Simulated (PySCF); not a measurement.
## Electron correlation in Ga (gallium, neutral)

[Ar] 3d10 4s2 4p1, 2P determinant. Computed with PySCF 2.14 in x2c-TZVPall (6s5p4d1f, 48 functions), with the spin-free X2C one-electron Hamiltonian (Gaussian nucleus). Frozen: [Ar] 3d10; 3 electrons correlated.

MP2 pair energies summed by pair of shells (mhartree):

```json
{"pair": "4s-4s", "energy": "-19.83", "share (%)": "58.8"}
{"pair": "4s-4p", "energy": "-13.89", "share (%)": "41.2"}
```

Total MP2 correlation energy: -33.72 mhartree.

Same-spin part -2.47 and opposite-spin part -31.25 mhartree; SCS-MP2 scales them by 1/3 and 6/5 to -38.32 mhartree.

```
  level  correlation energy (mhartree)
   CCSD                         -46.43
    (T)                          -0.82
CCSD(T)                         -47.25
```

Diagnostics: T1 = 0.013, D1 = 0.0294, largest double amplitude 0.091.

Cost of the coupled-cluster step: 0.78 s of wall time on 1 thread of Neoverse-N1 (shared host), for 3 correlated electrons.

Iterations:

```
CC2 = 0
CCSD nocc = (np.int64(2), np.int64(1)), nmo = (34, 34)
frozen orbitals [[0, 1, 2, 3, 4, 5, 6, 7, 8, 9, 10, 11, 12, 13], [0, 1, 2, 3, 4, 5, 6, 7, 8, 9, 10, 11, 12, 13]]
max_cycle = 100
direct = 0
conv_tol = 1e-08
conv_tol_normt = 1e-06
diis_space = 8
diis_start_cycle = 0
Init t2, MP2 energy = -0.0337227557618908
Init E_corr(UCCSD) = -0.0337227557641101
cycle = 1  E_corr(UCCSD) = -0.0417710715207799  dE = -0.00804831576  norm(t1,t2) = 0.0510746
cycle = 2  E_corr(UCCSD) = -0.0444782794181412  dE = -0.0027072079  norm(t1,t2) = 0.021819
cycle = 3  E_corr(UCCSD) = -0.0464324007387072  dE = -0.00195412132  norm(t1,t2) = 0.0102943
cycle = 4  E_corr(UCCSD) = -0.0464182588432971  dE = 1.41418954e-05  norm(t1,t2) = 0.00143145
cycle = 5  E_corr(UCCSD) = -0.0464331432149794  dE = -1.48843717e-05  norm(t1,t2) = 0.000185932
cycle = 6  E_corr(UCCSD) = -0.0464283138663999  dE = 4.82934858e-06  norm(t1,t2) = 3.69237e-05
cycle = 7  E_corr(UCCSD) = -0.0464305498307657  dE = -2.23596437e-06  norm(t1,t2) = 1.04949e-05
cycle = 8  E_corr(UCCSD) = -0.0464299138151133  dE = 6.36015652e-07  norm(t1,t2) = 3.00352e-06
cycle = 9  E_corr(UCCSD) = -0.0464299636965866  dE = -4.98814733e-08  norm(t1,t2) = 4.46222e-07
cycle = 10  E_corr(UCCSD) = -0.04642997893992  dE = -1.52433334e-08  norm(t1,t2) = 1.1412e-07
cycle = 11  E_corr(UCCSD) = -0.0464299777705331  dE = 1.16938691e-09  norm(t1,t2) = 5.66425e-08
UCCSD converged
E(UCCSD) = -1942.215494209061  E_corr = -0.04642997777053311
UCCSD(T) correction = -0.00082406693529591
```
